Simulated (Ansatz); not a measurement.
# A barrier at the coupled-cluster level

Start structure (MgSiH₅ClO, closed shell), relaxed at PBE0-D4/def2-TZVP:

Mg1  (-0.414, -1.023, -1.675)
H2  (0.447, -1.230, -3.131)
Cl3  (-2.142, -1.334, -0.290)
H4  (1.464, 0.531, -0.609)
O5  (0.610, 0.173, -0.353)
Si6  (0.077, 0.613, 1.207)
H7  (1.182, 1.469, 1.715)
H8  (-0.057, -0.596, 2.039)
H9  (-1.167, 1.395, 1.098)
(Å)

The step: SiH₄O ([OH][SiH3]) + MgHCl ([MgH][Cl]) → MgSiH₃ClO ([SiH3][O][Mg][Cl]) + H₂; bonds formed: H2–H4; dative contacts that become bonds: Mg1–O5; bonds broken: Mg1–H2, H4–O5. Computed with Ansatz 0.2.0 (basis: def2-TZVPP and def2-QZVPP); correlated methods freeze the cores. The outer core shell of Li, Na, Mg and K is correlated. The def2 sets are not built for correlating such inner shells, so the correlated values are less sure here. Extrapolation: Hartree–Fock as exp(−7.88 √X), correlation as X^−2.97. Energies below are by CCSD(T) at an estimated basis limit (MP2 extrapolated from triple and quadruple zeta, plus CCSD(T) − MP2 in triple zeta).

Task: What are the electronic barrier and the energy of the step, from the start structure to the end structure? (To be estimated.)

Result: Computed: Barrier 36.5 kJ/mol; step energy -63.0 kJ/mol (downhill); reverse barrier, their difference, 99.5 kJ/mol. Barrier and step energy count from the start structure, the reverse barrier from the end structure.

The saddle point: One imaginary mode of 978i cm⁻¹.
| pair | start (Å) | saddle (Å) | end (Å) |
| --- | --- | --- | --- |
| Mg1–O5 | 2.06 | 1.95 | 1.79 |
| H2–H4 | 3.24 | 1.13 | 0.76 |
| Mg1–H2 | 1.70 | 1.85 | 2.26 |
| H4–O5 | 0.96 | 1.16 | 2.68 |

Zero-point energy (harmonic, PBE0-D4): ZPE is 124.3 kJ/mol at the start and 114.3 kJ/mol at the saddle, so the barrier goes from 36.5 to 26.5 kJ/mol.

T1 diagnostic: at most 0.011.

Labels in which every atom is bracketed show which atoms are joined, not bond orders.

For scale, one of the runs: CCSD(T)/def2-TZVPP, 217 basis functions, launched by `ansatz run in.yaml --threads 4 --pin off --events-out ev --progress --plain --max-ram 9574MiB`. Time: 86 s of wall clock on 4 CPU threads of an Arm Neoverse V1; the host was shared. Peak host memory: 3.3 GiB.
